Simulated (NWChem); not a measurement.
# C$_{2}$H$_{2}$Cl$_{2}$F$_{2}$; SMILES FC(F)C(Cl)Cl

```xyz
8

F      0.1943     2.0480     0.6742
C      0.7582     0.9590     0.1231
F      0.7660     1.1061    -1.2059
C     -0.0419    -0.2734     0.5344
Cl    -1.6943    -0.1847    -0.0787
Cl     0.8043    -1.7283    -0.0183
H      1.7984     0.8676     0.4847
H     -0.0942    -0.3150     1.6298
```
Atoms are numbered in this order, from 1.

Program: NWChem. Pople sets run with spherical d functions. Coordinates come from a PBE0/def2-SVP optimisation. GIAO values for the isolated, static molecule; σ is the absolute isotropic shielding, δ = σ(reference) − σ with the isolated reference molecule computed at the same levels (13C: tetramethylsilane, 19F: trichlorofluoromethane, 1H: tetramethylsilane).

Problem. Predict the results for Hartree-Fock/6-31G*. Quantities: δ F1 (ppm); δ C2 (ppm); δ C4 (ppm); σ Cl5 (ppm); σ Cl6 (ppm); δ H7 (ppm); δ H8 (ppm).

Solution. 
| Property | Value |
|---|---|
| δ F1 (ppm) | -88.9 |
| δ C2 (ppm) | 98.6 |
| δ C4 (ppm) | 64.5 |
| σ Cl5 (ppm) | 843.7 |
| σ Cl6 (ppm) | 824.8 |
| δ H7 (ppm) | 5.57 |
| δ H8 (ppm) | 4.96 |
